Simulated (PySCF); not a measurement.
Rb2.
InChI=1S/2Rb

The calculation used PySCF, PBE0-D3(BJ)/def2-SVP geometry optimisation, gas phase, def2 core potentials past Kr.

Take the most abundant isotopes and a rigid rotor. 

(1) What are the moment of inertia and the rotational constant?

(2) List the first levels of a rigid rotor in a Σ state.

(3) Has it a pure rotational spectrum?

(4) Estimate the classical rotational partition function at 50 K, 200 K and 500 K.

## Answers

(1) I = 786.379 u·Å², B = 505379 MHz·u·Å²/I = 642.7 MHz (0.0214 cm⁻¹, or 0.031 K as hB/k). For two atoms I = μr² with μ = 42.4559 u and r = 4.3037 Å.

(2) E(J) = BJ(J+1): J = 1: 0.043, J = 2: 0.129, J = 3: 0.257, J = 4: 0.429, J = 5: 0.643, J = 6: 0.900 cm⁻¹.

(3) Not by electric dipole: D∞h allows no dipole (computed 0.00 D). Rotational Raman lines (ΔJ = 2) lie at B(4J + 6), spaced by 4B = 0.086 cm⁻¹, with nuclear-spin weights that differ between even and odd J.

(4) Point group D∞h, symmetry number σ = 2; q = kT/(σhB), k/h = 20836.6 MHz/K: 811 at 50 K, 3240 at 200 K, 8110 at 500 K.

Not checked by PBE0-D3(BJ)/def2-SVP frequencies. No vibrational averaging or centrifugal distortion is included, and the geometry carries the error of its method.
